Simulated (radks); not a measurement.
Task: The phosphorus ion P+, configuration [Ne] 3s2 3p2. Calculated with a radial shooting solver on a logarithmic mesh with Libxc functionals: scalar-relativistic Kohn-Sham, PBE, spin-polarised, spherical densities, finite nucleus; open shells are filled with parallel spins first; Fermi nuclear charge, rms radius 3.1889 fm. Some entries of the table are withheld. Estimate them.

| orbital | occ. | eigenvalue (hartree) | r(max) (bohr) | <r> (bohr) |
|---|---|---|---|---|
| 1s up | 1 | -76.98594 | 0.06764 | 0.1036 |
| 1s down | 1 | -76.97714 | 0.06764 | 0.1036 |
| 2s up | 1 | -6.78131 | 0.4187 | 0.5196 |
| 2s down | 1 | -6.77208 | 0.4189 | 0.5195 |
| 2p up | 3 | -4.96466 | 0.3539 | 0.4850 |
| 2p down | 3 | -4.95214 | 0.3542 | 0.4849 |
| 3s up | 1 | -0.88681 | (1) | 1.817 |
| 3s down | 1 | -0.80437 | (2) | 1.822 |
| 3p up | 2 | -0.55189 | 1.753 | 2.116 |
| 3p down | 0 | -0.47231 | 1.751 | 2.165 |

Result: 
(1) 3s up r(max) (bohr): 1.553
(2) 3s down r(max) (bohr): 1.538
